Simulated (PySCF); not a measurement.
GeI$_{3}$ (SMILES [I][Ge]([I])[I]), doublet, geometry from GFN2-xTB (core potentials on I); DF-HF/def2-SVP run with PySCF.

Input for PySCF:
```python
from pyscf import gto, scf

mol = gto.Mole()
mol.atom = '''
    I     2.252067   -0.944210   -0.111617
    Ge   -0.011190    0.009781    0.775072
    I    -1.938996   -1.479441   -0.165371
    I    -0.306315    2.417746   -0.190980
'''
mol.basis = 'def2-svp'
mol.ecp = {'I': 'def2-svp'}
mol.charge = 0
mol.spin = 1
mol.verbose = 4
mol.build()

mf = scf.UHF(mol)
mf.DIIS = scf.EDIIS
mf = mf.density_fit(auxbasis='def2-universal-jkfit')
mf.kernel()
```

It wrote (shortened):

```
PySCF version 2.14.0

[INPUT] verbose = 4
[INPUT] num. atoms = 4
[INPUT] num. electrons = 107
[INPUT] charge = 0
[INPUT] spin (= nelec alpha-beta = 2S) = 1
[INPUT] symmetry False subgroup None
[INPUT] Mole.unit = angstrom
[INPUT] Symbol           X                Y                Z      unit          X                Y                Z       unit  Magmom
[...]
nuclear repulsion = 721.183297168485
number of shells = 42
number of NR pGTOs = 257
number of NR cGTOs = 110
basis = def2-svp
ecp = {'I': 'def2-svp'}

******** <class 'pyscf.df.df_jk.DFUHF'> ********
method = DFUHF
initial guess = minao
damping factor = 0
level_shift factor = 0
DIIS = <class 'pyscf.scf.diis.EDIIS'>
diis_start_cycle = 1
diis_space = 8
diis_damp = 0
SCF conv_tol = 1e-09
SCF conv_tol_grad = None
SCF max_cycles = 50
direct_scf = False
number electrons alpha = 54  beta = 53
Set gradient conv threshold to 3.16228e-05
******** <class 'pyscf.df.df.DF'> ********
auxbasis = def2-universal-jkfit
init E= -2867.60786737813

cycle= 1 E= -2962.37589641849  delta_E= -94.8  |g|= 2.61  |ddm|= 9.23
cycle= 2 E= -2964.26248213166  delta_E= -1.89  |g|= 1.37  |ddm|= 5.97
cycle= 3 E= -2965.09932743125  delta_E= -0.837  |g|= 0.306  |ddm|=  1.9
cycle= 4 E= -2965.14500564994  delta_E= -0.0457  |g|= 0.145  |ddm|= 0.372
cycle= 5 E= -2965.14500565407  delta_E= -4.12e-09  |g|= 0.145  |ddm|= 4.34e-08
cycle= 6 E= -2965.14500564947  delta_E= 4.59e-09  |g|= 0.145  |ddm|= 4.15e-08
cycle= 7 E= -2965.14500565054  delta_E= -1.07e-09  |g|= 0.145  |ddm|= 1.34e-08
cycle= 8 E= -2965.14500567138  delta_E= -2.08e-08  |g|= 0.145  |ddm|= 2.58e-07
cycle= 9 E= -2965.145005651  delta_E= 2.04e-08  |g|= 0.145  |ddm|= 2.52e-07
cycle= 10 E= -2965.14726464213  delta_E= -0.00226  |g|= 0.149  |ddm|= 0.0607
cycle= 11 E= -2965.15846727986  delta_E= -0.0112  |g|= 0.0826  |ddm|= 0.356
cycle= 12 E= -2965.16277780436  delta_E= -0.00431  |g|= 0.0254  |ddm|= 0.129
cycle= 13 E= -2965.16375794581  delta_E= -0.00098  |g|= 0.0124  |ddm|= 0.0688
cycle= 14 E= -2965.16375794582  delta_E= -5.46e-12  |g|= 0.0124  |ddm|= 2.7e-09
cycle= 15 E= -2965.16413792419  delta_E= -0.00038  |g|= 0.00783  |ddm|= 0.0439
cycle= 16 E= -2965.1641379242  delta_E= -1.82e-12  |g|= 0.00783  |ddm|= 2.12e-12
cycle= 17 E= -2965.16428667253  delta_E= -0.000149  |g|= 0.00496  |ddm|= 0.0271
cycle= 18 E= -2965.16428667253  delta_E= 5.46e-12  |g|= 0.00496  |ddm|= 5.3e-13
cycle= 19 E= -2965.16434746963  delta_E= -6.08e-05  |g|= 0.00332  |ddm|= 0.0174
[...]
cycle= 22 E= -2965.16437365858  delta_E= -6.33e-08  |g|= 0.0022  |ddm|= 3.06e-05
cycle= 23 E= -2965.16438543095  delta_E= -1.18e-05  |g|= 0.00157  |ddm|= 0.00752
cycle= 24 E= -2965.16438551464  delta_E= -8.37e-08  |g|= 0.00156  |ddm|= 5.59e-05
cycle= 25 E= -2965.1643867112  delta_E= -1.2e-06  |g|= 0.00137  |ddm|= 0.000836
cycle= 26 E= -2965.16439124314  delta_E= -4.53e-06  |g|= 0.00105  |ddm|= 0.00422
cycle= 27 E= -2965.16439137756  delta_E= -1.34e-07  |g|= 0.00102  |ddm|= 0.000134
cycle= 28 E= -2965.16439211718  delta_E= -7.4e-07  |g|= 0.00087  |ddm|= 0.000783
cycle= 29 E= -2965.16439409217  delta_E= -1.97e-06  |g|= 0.000741  |ddm|= 0.00272
cycle= 30 E= -2965.16439416432  delta_E= -7.21e-08  |g|= 0.000719  |ddm|= 9.85e-05
cycle= 31 E= -2965.16439448408  delta_E= -3.2e-07  |g|= 0.00063  |ddm|= 0.000462
cycle= 32 E= -2965.16439542576  delta_E= -9.42e-07  |g|= 0.000497  |ddm|= 0.00169
cycle= 33 E= -2965.16439551153  delta_E= -8.58e-08  |g|= 0.000487  |ddm|= 0.000175
cycle= 34 E= -2965.164395705  delta_E= -1.93e-07  |g|= 0.000441  |ddm|= 0.000401
cycle= 35 E= -2965.16439617101  delta_E= -4.66e-07  |g|= 0.000363  |ddm|= 0.00116
cycle= 36 E= -2965.16439621559  delta_E= -4.46e-08  |g|= 0.000356  |ddm|= 0.000123
cycle= 37 E= -2965.16439630014  delta_E= -8.46e-08  |g|= 0.000328  |ddm|= 0.000232
cycle= 38 E= -2965.16439644779  delta_E= -1.48e-07  |g|= 0.000285  |ddm|= 0.000445
cycle= 39 E= -2965.16439659791  delta_E= -1.5e-07  |g|= 0.000252  |ddm|= 0.000523
cycle= 40 E= -2965.16439662786  delta_E= -2.99e-08  |g|= 0.000243  |ddm|= 0.000112
cycle= 41 E= -2965.164396698  delta_E= -7.01e-08  |g|= 0.000221  |ddm|= 0.000278
cycle= 42 E= -2965.1643967866  delta_E= -8.86e-08  |g|= 0.000194  |ddm|= 0.000396
cycle= 43 E= -2965.16439680791  delta_E= -2.13e-08  |g|= 0.000187  |ddm|= 0.000103
cycle= 44 E= -2965.16439685697  delta_E= -4.91e-08  |g|= 0.000169  |ddm|= 0.000253
cycle= 45 E= -2965.16439683925  delta_E= 1.77e-08  |g|= 0.000175  |ddm|= 9.88e-05
cycle= 46 E= -2965.16439687338  delta_E= -3.41e-08  |g|= 0.000162  |ddm|= 0.000186
cycle= 47 E= -2965.16439690105  delta_E= -2.77e-08  |g|= 0.000151  |ddm|= 0.000162
cycle= 48 E= -2965.16439694163  delta_E= -4.06e-08  |g|= 0.000132  |ddm|= 0.000263
cycle= 49 E= -2965.16439695482  delta_E= -1.32e-08  |g|= 0.000125  |ddm|= 9.36e-05
cycle= 50 E= -2965.16439697282  delta_E= -1.8e-08  |g|= 0.000116  |ddm|= 0.000137
SCF not converged.
SCF energy = -2965.16439697282 after 50 cycles  <S^2> = 0.77991668  2S+1 = 2.0296962
```

Convergence was not reached.
